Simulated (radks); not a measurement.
Species: K IV. Configuration: [Ne] 3s2 3p4 (the NIST ground configuration).

Calculated with a radial shooting solver on a logarithmic mesh with Libxc functionals: scalar-relativistic Kohn-Sham, PW91, spin-polarised, spherical densities, point nucleus; open shells are filled with parallel spins first.

Energy parts (eV):
part                      energy
total                 -16307.366
kinetic                16407.255
electron-nucleus      -38168.368
Hartree                 6335.939
exchange-correlation    -882.193

Orbitals (lengths in bohr, moments of r in powers of bohr):
orbital  occ.  eigenvalue (eV)     <r^2>      <r^4>   <1/r>
1s up       1        -3567.568  0.008837  0.0002013   18.72
1s down     1        -3566.998  0.008835  0.0002012   18.72
2s up       1        -396.1709    0.1778    0.05636   3.803
2s down     1        -395.6607    0.1776    0.05607   3.803
2p up       3        -323.3013    0.1517    0.04830   3.708
2p down     3        -322.5863    0.1516    0.04802   3.707
3s up       1         -73.7278     1.644      4.247   1.164
3s down     1         -70.7787     1.665      4.401   1.160
3p up       3         -56.0709     1.927      6.151   1.056
3p down     1         -53.2580     1.976      6.551   1.048
3d up       0         -30.5036     2.848      15.63  0.8142
3d down     0         -28.1963     3.070      18.45  0.7947
4s up       0         -23.3747     9.551      130.0  0.4613
4s down     0         -22.5562     9.826      138.4  0.4554

The highest occupied level is 3p down at -53.258 eV. Summed over all electrons, <r^2> = 12.35 bohr^2, which gives a Langevin (diamagnetic) susceptibility term of -9.78 x 10^-6 cm^3/mol. For comparison, the ionisation energy in NIST's Atomic Spectra Database is 60.92 eV (semi-empirical). In exact Kohn-Sham theory the highest level is minus the ionisation energy, but local and semilocal functionals leave it too shallow, through self-interaction and a potential that decays too fast; potentials with the right tail come closer.
